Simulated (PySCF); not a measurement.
B(Br)(Me)(vinyl) (C₃H₆BBr), SMILES C(B(C)Br)=C.

The structure is a stationary point at PBE0-D3(BJ)/def2-SVP. The values are those of a single conformer.

Two levels are set side by side: TDA-PBE/def2-SVPD (PySCF) and TDA-CAM-B3LYP/def2-SVPD (PySCF). Vertical, same geometry. The lowest singlet is HOMO→LUMO 100 % with PBE and HOMO→LUMO 94 % with the other functional; states are paired by order. Differences are taken from unrounded values.

| quantity | TDA-CAM-B3LYP | TDA-PBE | TDA-PBE minus TDA-CAM-B3LYP |
|---|---|---|---|
| lowest singlet excitation (eV) | 4.90 | 3.80 | -1.11 |
| lowest triplet excitation (TDA) (eV) | 3.66 | 3.60 | -0.06 |
| first bright state (f over 0.05) (eV) | 5.98 | 5.06 | -0.92 |
| its oscillator strength | 0.45 | 0.21 | -0.23 |

Functionals without exact exchange tend to place singlet excitations lower, as here. Differences between two approximate levels are no errors against the true value.

Rough cost on one machine, each run with all the roots and properties that it gave: TDA-CAM-B3LYP against TDA-PBE about 4 times.
